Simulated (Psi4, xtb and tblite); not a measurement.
Two geometries of SMILES c1ccc(N(c2ccccc2)c2ccccc2)cc1, relaxed at GFN2-xTB with one dihedral held; other torsions can differ between them too.

Structure A

```
34

C      4.0911    -0.8066     0.7864
C      3.2479    -1.8768     0.5318
C      1.9191    -1.6648     0.2260
C      1.4006    -0.3681     0.1890
N      0.0683    -0.1545    -0.1617
C     -0.9658    -0.9674     0.3117
C     -2.1748    -0.9946    -0.3859
C     -3.2184    -1.7845     0.0538
C     -3.0791    -2.5626     1.1912
C     -1.8862    -2.5312     1.8941
C     -0.8388    -1.7381     1.4674
C     -0.3043     1.1295    -0.6386
C     -0.0471     1.4686    -1.9620
C     -0.4516     2.6970    -2.4516
C     -1.1367     3.5808    -1.6341
C     -1.4168     3.2337    -0.3227
C     -1.0096     2.0097     0.1752
C      2.2586     0.7053     0.4286
C      3.5900     0.4821     0.7246
H      5.1304    -0.9767     1.0234
H      3.6322    -2.8861     0.5599
H      1.2721    -2.5007     0.0043
H     -2.2863    -0.3913    -1.2750
H     -4.1461    -1.7963    -0.4996
H     -3.8947    -3.1831     1.5303
H     -1.7723    -3.1211     2.7920
H      0.0779    -1.7025     2.0373
H      0.4868     0.7706    -2.5901
H     -0.2447     2.9594    -3.4787
H     -1.4572     4.5369    -2.0201
H     -1.9561     3.9186     0.3149
H     -1.2315     1.7269     1.1943
H      1.8765     1.7149     0.3865
H      4.2392     1.3247     0.9137
```

Structure B

```
34

C      4.0267    -1.0627     0.1987
C      3.1123    -1.4826     1.1502
C      1.7807    -1.1284     1.0466
C      1.3439    -0.3471    -0.0216
N     -0.0098    -0.0016    -0.1479
C     -0.9677    -0.9464     0.2539
C     -0.8318    -2.2734    -0.1521
C     -1.7578    -3.2202     0.2402
C     -2.8331    -2.8605     1.0361
C     -2.9704    -1.5442     1.4454
C     -2.0448    -0.5918     1.0645
C     -0.3864     1.3049    -0.4607
C     -1.6537     1.5631    -0.9878
C     -2.0397     2.8553    -1.2835
C     -1.1794     3.9169    -1.0567
C      0.0747     3.6699    -0.5243
C      0.4687     2.3817    -0.2195
C      2.2670     0.0642    -0.9832
C      3.5973    -0.2879    -0.8668
H      5.0667    -1.3390     0.2851
H      3.4386    -2.0853     1.9851
H      1.0709    -1.4524     1.7939
H      0.0057    -2.5518    -0.7750
H     -1.6428    -4.2443    -0.0834
H     -3.5578    -3.6014     1.3379
H     -3.7998    -1.2575     2.0753
H     -2.1468     0.4308     1.3973
H     -2.3255     0.7410    -1.1856
H     -3.0216     3.0334    -1.6973
H     -1.4845     4.9258    -1.2894
H      0.7514     4.4897    -0.3313
H      1.4406     2.2060     0.2172
H      1.9298     0.6575    -1.8206
H      4.3021     0.0363    -1.6184
```

Problem. Which is lower in energy at the level Psi4 with PBE0-D3(BJ)/def2-SVP // GFN2-xTB, and by how much?

Solution. B is lower, by 1.03 kcal/mol (dihedral C4–N5–C12–C13: 80° in A, 160° in B).

E(B) − E(A) in kcal/mol at the other levels, on the same two geometries: GFN2-xTB (xtb and tblite) -2.18; PBE0/def2-SVP // GFN2-xTB (Psi4) -0.92; PBE/def2-SVP // GFN2-xTB (Psi4) -1.10; PBE-D3(BJ)/def2-SVP // GFN2-xTB (Psi4) -1.26.
